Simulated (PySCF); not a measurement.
First hyperpolarisability: SMILES N#Cc1ccc2cc(-c3cccs3)ccc2c1, C₁₅H₉NS

Molfile (atoms numbered from 1):
```
C15H9NS
     RDKit          3D

 26 28  0  0  0  0  0  0  0  0999 V2000
   -6.3612   -0.6068   -0.6616 N   0  0  0  0  0  0  0  0  0  0  0  0
   -5.2540   -0.4040   -0.4422 C   0  0  0  0  0  0  0  0  0  0  0  0
   -3.8908   -0.1527   -0.1695 C   0  0  0  0  0  0  0  0  0  0  0  0
   -3.5446    0.8113    0.8060 C   0  0  0  0  0  0  0  0  0  0  0  0
   -2.2327    1.0623    1.0783 C   0  0  0  0  0  0  0  0  0  0  0  0
   -1.2038    0.3718    0.3978 C   0  0  0  0  0  0  0  0  0  0  0  0
    0.1531    0.6153    0.6624 C   0  0  0  0  0  0  0  0  0  0  0  0
    1.1549   -0.0612   -0.0034 C   0  0  0  0  0  0  0  0  0  0  0  0
    2.5480    0.2024    0.2831 C   0  0  0  0  0  0  0  0  0  0  0  0
    3.6679   -0.3617   -0.2705 C   0  0  0  0  0  0  0  0  0  0  0  0
    4.8707    0.1438    0.2579 C   0  0  0  0  0  0  0  0  0  0  0  0
    4.6672    1.0900    1.2110 C   0  0  0  0  0  0  0  0  0  0  0  0
    3.0005    1.3836    1.4831 S   0  0  0  0  0  0  0  0  0  0  0  0
    0.7900   -1.0232   -0.9780 C   0  0  0  0  0  0  0  0  0  0  0  0
   -0.5186   -1.2800   -1.2558 C   0  0  0  0  0  0  0  0  0  0  0  0
   -1.5545   -0.5961   -0.5821 C   0  0  0  0  0  0  0  0  0  0  0  0
   -2.9107   -0.8428   -0.8502 C   0  0  0  0  0  0  0  0  0  0  0  0
   -4.3329    1.3371    1.3239 H   0  0  0  0  0  0  0  0  0  0  0  0
   -1.9576    1.7963    1.8219 H   0  0  0  0  0  0  0  0  0  0  0  0
    0.4090    1.3536    1.4094 H   0  0  0  0  0  0  0  0  0  0  0  0
    3.6436   -1.1172   -1.0345 H   0  0  0  0  0  0  0  0  0  0  0  0
    5.8449   -0.1836   -0.0584 H   0  0  0  0  0  0  0  0  0  0  0  0
    5.3948    1.6381    1.7761 H   0  0  0  0  0  0  0  0  0  0  0  0
    1.5619   -1.5594   -1.5063 H   0  0  0  0  0  0  0  0  0  0  0  0
   -0.7846   -2.0157   -2.0013 H   0  0  0  0  0  0  0  0  0  0  0  0
   -3.1815   -1.5783   -1.5945 H   0  0  0  0  0  0  0  0  0  0  0  0
  1  2  3  0
  2  3  1  0
  3  4  1  0
  4  5  2  0
  5  6  1  0
  6  7  2  0
  7  8  1  0
  8  9  1  0
  9 10  2  0
 10 11  1  0
 11 12  2  0
 12 13  1  0
  8 14  2  0
 14 15  1  0
 15 16  2  0
 16 17  1  0
 17  3  2  0
 16  6  1  0
 13  9  1  0
  4 18  1  0
  5 19  1  0
  7 20  1  0
 10 21  1  0
 11 22  1  0
 12 23  1  0
 14 24  1  0
 15 25  1  0
 17 26  1  0
M  END
```

Level of theory: quadratic response LC-wPBE/def2-SVPD first hyperpolarisability, Taylor convention, gas phase in PySCF 2.14.0. Geometry: GFN2-xTB.

(1) Give β for the processes computed.

(2) Which lowest excitations, dipole and polarisabilities go with it?

## Answers

(1) In 10⁻³⁰ esu, Taylor convention; the vector part is βᵢ = ⅓ Σⱼ (βᵢⱼⱼ + βⱼᵢⱼ + βⱼⱼᵢ); β∥ is 3/5 of the vector part along the dipole, the dipole points from − to +:
| process | λ (nm) | β vector norm | β∥ | β HRS | depolarisation ratio |
| --- | --- | --- | --- | --- | --- |
| static β(0;0,0) | ∞ | 12.64 | 7.58 | 5.38 | 4.58 |
| second harmonic β(−2ω;ω,ω) | 1907 | 14.46 | 8.67 | 6.14 | 4.64 |
| Pockels β(−ω;ω,0) | 1907 | 13.21 | 7.92 | – | – |
| second harmonic β(−2ω;ω,ω) | 1064 | 20.31 | 12.18 | 8.57 | 4.77 |
| Pockels β(−ω;ω,0) | 1064 | 14.60 | 8.76 | – | – |

(2) S1 4.17 eV (f = 0.591); S2 4.38 eV (f = 0.003); S3 5.12 eV (f = 0.396); dipole 5.79 D; isotropic α 209.2 au static, 210.7 au at 1907 nm, 214.2 au at 1064 nm, 215.5 au at 953.5 nm, 233.3 au at 532 nm.
